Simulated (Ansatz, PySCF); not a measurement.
Reaction (SMILES): [BH3-][NH3+] → [BH2-][NH3+] + H atom (the B-H bond at the site shown breaks; other sites are not compared here)
Each molecule is optimised on its own at B3LYP-D3(BJ)/def2-TZVP (Ansatz, an electronic-structure program).

Wanted: bond dissociation energy (enthalpy at 298 K, with B3LYP-D3(BJ) rigid-rotor harmonic-oscillator terms from PySCF), in eV. Valence correlation only, unless marked. UHF or UKS for open shells. No spin-orbit coupling. No relativistic terms. Basis-set limits of correlation are two-point, X^-3; Hartree-Fock from the larger set. The bracket is a focal-point correction in the basis named.

RI-MP2/CBS(aug-cc-pVTZ,aug-cc-pVQZ)+[CCSD(T)-MP2]/aug-cc-pVTZ (Ansatz) gives 4.42 eV.

**Question.** Another calculation gave 4.32 eV. Which level was it?
A. r2SCAN0/def2-TZVPD (Ansatz)
B. HF/def2-TZVPD (PySCF)
C. B2GP-PLYP/def2-TZVPD (Ansatz)
D. SVWN5/def2-TZVPD (Ansatz)

**Answer.** C, B2GP-PLYP/def2-TZVPD (Ansatz). The others give 4.19 (r2SCAN0), 3.43 (HF), 4.62 (SVWN5) eV.
